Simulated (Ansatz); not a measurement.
Species: YO, charge 0, multiplicity 2. The spin state was set by rule; other spins were not relaxed. 
Structure (B3LYP-D3(BJ)/def2-TZVP (Ansatz, a first-principles code) minimum search):
```xyz
2

Y      0.0000     0.0000    -0.3067
O      0.0000     0.0000     1.4952
```
Charge 0, spin multiplicity 2.

Total electronic energies in hartree. Cores are frozen in the correlated levels unless marked. Open shells are spin-unrestricted. No spin-orbit coupling. The frozen core is the preceding noble-gas configuration, with the filled d and f shells of earlier blocks. Past Kr the def2 sets carry scalar-relativistic core potentials. STO-3G rows are all-electron and non-relativistic. Basis-set limits of correlation are two-point, X^-3; Hartree-Fock from the larger set. [CCSD(T)-MP2]/basis is that difference in the basis named.

| level | program | energy (Eh) |
|---|---|---|
| HF/def2-SVPD | Ansatz | -112.68020 |
| HF/def2-QZVPP | Ansatz | -112.78823 |
| PBE/def2-TZVPD | Ansatz | -113.51752 |
| PBE-D4/def2-TZVPD | Ansatz + dftd4 | -113.51925 |
| BLYP-D3(BJ)/def2-TZVPD | Ansatz + dftd3 | -113.55654 |
| revPBE-D4/def2-TZVPD | Ansatz + dftd4 | -113.60297 |
| r2SCAN-D4/def2-TZVPD | Ansatz + dftd4 | [?] |
| PBE0/def2-SVP | Ansatz | [?] |
| PBE0-D3(BJ)/def2-TZVP | Ansatz + dftd3 | -113.48833 |
| HSE06-D3(BJ)/def2-TZVPD | Ansatz + dftd3 | -113.48478 |
| CAM-B3LYP/def2-TZVPD | Ansatz | -113.51828 |
| B2GP-PLYP-D3(BJ)/def2-TZVPD | Ansatz + dftd3 | -113.35561 |
| B2GP-PLYP/def2-TZVPD | Ansatz | -113.35405 |
| B2PLYP-D4/def2-TZVPD | Ansatz + dftd4 | -113.40315 |
| RPA@PBE/def2-QZVPP | Ansatz | [?] |
| MP2/STO-3G | Ansatz | -3371.36594 |
| RI-MP2/def2-TZVPP | Ansatz | -113.09420 |
| SCS-MP2/def2-TZVPPD | Ansatz | -113.08232 |
| CCSD/def2-TZVPP | Ansatz | -113.07579 |
| CCSD/CBS(def2-TZVPP,def2-QZVPP) | Ansatz | -113.1142 |
| CCSD(T)/STO-3G | Ansatz | -3371.37702 |
| RI-MP2/CBS(def2-TZVPP,def2-QZVPP)+[CCSD(T)-MP2]/def2-SVP | Ansatz | -113.1342 |
| CCSD(T)/CBS(def2-TZVPPD,def2-QZVPPD) | Ansatz | -113.1346 |

Q: Fill in the missing entries.

A: 
- r2SCAN-D4/def2-TZVPD, energy (Eh): -113.56151
- PBE0/def2-SVP, energy (Eh): -113.38454
- RPA@PBE/def2-QZVPP, energy (Eh): -113.26383
